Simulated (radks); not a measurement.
Problem. Species: Nd51+. Configuration: [He] 2s2 2p5. Calculated with a radial shooting solver on a logarithmic mesh with Libxc functionals: Dirac Kohn-Sham, PBE, spin-unpolarised, spherical densities, point nucleus; open shells fill j = l - 1/2 first. Some entries of the table are withheld. Estimate them.

orbital,occ.,eigenvalue (hartree),r(max) (bohr),<r> (bohr)
1s1/2,2,(1),(2),0.02359
2s1/2,2,-394.6497,0.08450,0.09804
2p1/2,2,-383.7798,(3),0.08188
2p3/2,3,-363.5244,(4),0.08789

Solution. 
(1) 1s1/2 eigenvalue (hartree): -1743.711
(2) 1s1/2 r(max) (bohr): 0.01508
(3) 2p1/2 r(max) (bohr): 0.06400
(4) 2p3/2 r(max) (bohr): 0.06924
